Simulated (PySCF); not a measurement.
Compound: C₄H₆F₂O₂S (charge -1 and doublet state).
Z-matrix (Å and degrees, GFN2-xTB geometry), rows numbered from 1:
```
C 
C   1  1.3762
O   2  1.4553  1  116.55
C   3  1.3081  2  116.23  1   -51.43
F   4  1.3868  3  113.01  2   113.46
F   4  1.3768  3  111.33  2  -132.58
S   2  1.9000  1  119.69  3  -129.89
C   7  1.8735  2   90.40  1  -145.38
O   7  1.4898  2  104.66  1   -38.83
H   1  1.0814  2  123.48  3    -3.78
H   1  1.0735  2  118.59  3   176.47
H   4  1.1043  3  115.85  2    -9.61
H   8  1.0840  7  107.88  2    58.17
H   8  1.0868  7  109.33  2   179.15
H   8  1.0836  7  106.65  2   -60.85
```

The hyperfine couplings belong to this conformer and change with its torsions.

Identity: `[CH2-][C](OC(F)F)[S@@](C)=O` [radical] (charge -1).

Theory: UKS B3LYP, pcH-1 on C F H O S, non-relativistic, mean-field spin-orbit, GIAO (PySCF). Whether the extra electron is bound in the gas phase wasn't checked; a finite basis holds it in any case. The geometry wasn't refined by DFT: couplings that depend on bond lengths, twists or pyramidal angles can differ widely from those at the functional's own minimum, by a factor of two or more for some ions and for spin on atoms past the first row. No stability test was run, so a lower SCF solution isn't excluded.

Principal values of hyperfine tensors in MHz (contact, dipolar and spin–orbit terms together), for some of the nuclei:

```
atom  isotope      A1      A2      A3
  C2      13C  259.26  271.91  354.90
  C1      13C   22.52   24.27  129.00
  C8      13C   52.77   53.48   55.62
  S7      33S   -2.07    2.39   65.76
 H11       1H  -38.31  -24.81   -2.36
 H10       1H  -32.39  -12.71    3.66
  O9      17O  -25.23   -4.49   -3.16
  C4      13C    6.22    7.45   12.78
```

Task: Give the isotropic coupling of each nucleus in MHz and in mT (g = 2.0026), and the anisotropic part.

Result: a_iso is a third of the trace, T = A − a_iso, and a(mT) = a(MHz)/(g × 13.996). The tensors hold a spin–orbit part: the run splits a_iso into a_FC + a_SO, and T includes its anisotropic share.

| atom | a_iso (MHz) | a_FC | a_SO | a_iso (mT) | T1 | T2 | T3 |
| --- | --- | --- | --- | --- | --- | --- | --- |
| C2 | 295.36 | 295.38 | -0.03 | 10.538 | -36.10 | -23.45 | 59.54 |
| C1 | 58.60 | 58.66 | -0.06 | 2.091 | -36.08 | -34.33 | 70.41 |
| C8 | 53.96 | 53.96 | 0.00 | 1.925 | -1.18 | -0.48 | 1.67 |
| S7 | 22.03 | 22.67 | -0.64 | 0.786 | -24.09 | -19.64 | 43.74 |
| H11 | -21.82 | -21.82 | 0.00 | -0.779 | -16.48 | -2.98 | 19.47 |
| H10 | -13.81 | -13.82 | 0.01 | -0.493 | -18.58 | 1.10 | 17.47 |
| O9 | -10.96 | -10.86 | -0.10 | -0.391 | -14.27 | 6.47 | 7.80 |
| C4 | 8.82 | 8.83 | -0.01 | 0.315 | -2.60 | -1.37 | 3.96 |

Task: What spin density at the nucleus of S7 lies behind its contact coupling (g_N = 0.42921)?

Result: a_FC = 800.24 MHz bohr³ × g_N × ρ(0)/(2S). With a_FC = 22.67 MHz and 2S = 1, ρ(0) = 0.066 bohr⁻³.

Task: O3 (17O, g_N = -0.75752) isn't in the table. Its spin density at the nucleus is 0.04593 bohr⁻³. What is its contact coupling?

Result: By the same relation, a_FC = -27.8 MHz. Its full tensor has the principal values -30.38, -26.87, -26.28 MHz.

Task: Which nucleus of the table has the largest anisotropic coupling, and what is its form?

Result: C1: -36.1, -34.3, 70.4 MHz, nearly axial, close to the ratio −1:−1:+2, the form that spin in one p orbital centred on that nucleus gives.

Task: In a single crystal, with the field along each principal axis of the tensor of C1 in turn, what first-order splitting does this nucleus give (isotropic g, quadrupole terms neglected)?

Result: 2 lines (I = 1/2), spaced by |A_i|/(g × 13.996): 0.80, 0.87, 4.60 mT along the axes of A1, A2 and A3.

The SMILES draws the unpaired electron on C2; the largest computed Mulliken spin population is on C1 (0.48 against 0.31).
